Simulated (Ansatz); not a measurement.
H5Au3 (the lowest singlet isomer of a short search) was relaxed with r2SCAN-D4 (def2-SVP) in Ansatz in these states: neutral quintet, neutral singlet, neutral triplet. The geometries follow in no particular order.

In the def2 sets Au takes a core potential; there is no spin–orbit coupling.

A:

Cartesian coordinates in Å:
```
Au -0.277 1.133 -1.238
Au 0.091 0.359 1.402
Au 0.120 -1.479 -0.805
H 0.010 -1.815 -2.356
H -0.071 1.871 1.855
H 0.283 0.115 2.993
H -0.438 1.162 -2.831
H 0.281 -1.347 0.980
```

B:

Cartesian coordinates in Å:
```
Au 1.0609 -1.4341 -0.2014
Au -0.1548 0.8941 -0.7843
Au -1.1328 -0.8074 1.3828
H -2.2855 -0.4553 2.4529
H 0.6011 1.0953 -2.1994
H 1.1617 1.4551 0.2093
H 2.2548 -1.3681 -1.3096
H -1.5056 0.6204 0.4497
```

C:

```xyz
8

Au    0.878    0.744    1.268
Au    0.276   -0.562   -1.005
Au   -1.750    0.451    0.906
H    -2.113    1.234    2.241
H     1.730   -0.798   -1.578
H    -0.014   -1.319   -2.332
H     2.430    0.691    1.094
H    -1.437   -0.440   -0.594
```

**Question.** Judge from the bond lengths which geometry belongs to which state (an estimate).

**Answer.** A is the neutral triplet (Au2–H6 1.622 Å, Au1–Au3 2.677 Å, Au2–Au3 2.872 Å); B is the neutral quintet (Au2–H6 1.742 Å, Au1–Au3 2.778 Å, Au2–Au3 2.924 Å); C is the neutral singlet (Au2–H6 1.554 Å, Au1–Au3 2.669 Å, Au2–Au3 2.964 Å).
